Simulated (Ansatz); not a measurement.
Species: C2H2Cl2, charge 0, multiplicity 1. 
Geometry from a B3LYP-D3(BJ)/def2-TZVP (Ansatz, an electronic-structure program) optimisation:
```
C
C 1 1.3247
H 1 1.0801 2 120.58
H 2 1.0801 1 120.58 3 0.00
Cl 2 1.7206 4 114.38 1 180.00
Cl 1 1.7206 3 114.38 2 180.00
```

Parts of the frozen-core correlation energy in cc-pwCVTZ (Ansatz, hartree). Frozen orbitals: 12; correlated occupied orbitals by spin: 12 and 12; virtual: 208 and 208. Spin-orbit coupling is left out. Non-relativistic.

```tsv
term	value
reference (HF)	-995.93698
MP2 opposite-spin	?
MP2 same-spin	-0.17602
CCSD correlation	?
(T)	?
T1 diagnostic	0.011
largest doubles amplitude	0.090
```

### Question
Fill in the missing entries.

### Answer

- MP2 opposite-spin, value: -0.53468
- CCSD correlation, value: -0.74913
- (T), value: -0.03650
